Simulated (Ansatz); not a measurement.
CH6BFOSi can be A, `OBC(F)[SiH3]`, or B, `CB(F)[SiH2]O`.

Isolated molecules relaxed with PBE0-D4/def2-TZVP in Ansatz; ΔE leaves out vibrations. CCSD(T)/CBS is the MP2 limit (def2-TZVPP, def2-QZVPP) plus CCSD(T) − MP2 in def2-TZVPP, frozen cores. DFT in def2-TZVPP. B3LYP here is the variant with VWN-RPA as its local correlation; programs differ in this. Each species was taken in one conformer, which may not be the lowest.

(1) Which isomer does CCSD(T)/CBS put lower? Give the gap. (Estimate.)

(2) Give E(B) − E(A) in kcal/mol with r2SCAN-D4, MP2/def2-TZVPP, CCSD/def2-TZVPP, B3LYP, ωB97M-V, CCSD(T)/def2-TZVPP, B2PLYP. (Best estimate.)

Largest T1 diagnostic: 0.013.

Results:

(1) Computed: B, by 41.6 kcal/mol.

(2) Computed: r2SCAN-D4 -41.0, MP2/def2-TZVPP -42.4, CCSD/def2-TZVPP -41.3, B3LYP -40.2, ωB97M-V -39.4, CCSD(T)/def2-TZVPP -41.0, B2PLYP -41.0. None reverses the order clearly.

From PBE to PBE0 (25 % exact exchange), in def2-TZVPP and without D4, E(B) − E(A) moves by −1.1 kcal/mol.
